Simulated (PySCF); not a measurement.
silylphosphine (H5PSi), SMILES [SiH3]P. Coordinates come from a B3LYP-D3(BJ)/def2-TZVP optimisation.

TDA-CAM-B3LYP/def2-SVPD run with PySCF puts the lowest singlet excitations at 6.68, 6.73, 7.02, 7.63, 7.65, 8.23 eV.

Question: What are the lowest excitation roots from PySCF with ADC(2)/aug-cc-pVDZ? (Estimate from the structure and the level; the computed values follow.)

Answer: 6.40, 6.88, 6.97, 7.58, 7.75, 7.88 eV. S1 differs by -0.28 eV (second minus first; roots are paired by order, and the bases may differ).
